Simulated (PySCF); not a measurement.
# Working out the ionisation energy of Rb⁺

Rb⁺ [Kr] (1S) → Rb²⁺ [Ar] 3d10 4s2 4p5 (2P). Computed with PySCF 2.14 in x2c-SVPall (6s4p5d1f, 50 functions), with scalar relativity by spin-free X2C-1e. Frozen: [Ar] 3d10 4s2. Energies in hartree (1 hartree = 27.21139 eV):

```tsv
part	Rb⁺ (lower)	Rb²⁺ (upper)
UHF	-2978.691719	-2977.676774
CCSD correlation	-0.091155	-0.063828
(T)	-0.001547	-0.000786
```

What does Hartree-Fock give?

(-2977.676774) − (-2978.691719) = 1.014945 hartree = 27.618 eV.

What do CCSD and CCSD(T) give?

The CCSD correlation energies differ by 0.027327 hartree = 0.744 eV and the triples by 0.000761 hartree = 0.021 eV, so CCSD gives 28.362 eV and CCSD(T) 28.383 eV.

Reference: 27.290 eV (measured; NIST Atomic Spectra Database, ionization energies), between the lowest levels; spin-orbit coupling is absent from the calculation.

A double-zeta basis recovers only part of the correlation energy.

What remains against the reference includes basis incompleteness, the frozen core and higher excitations.
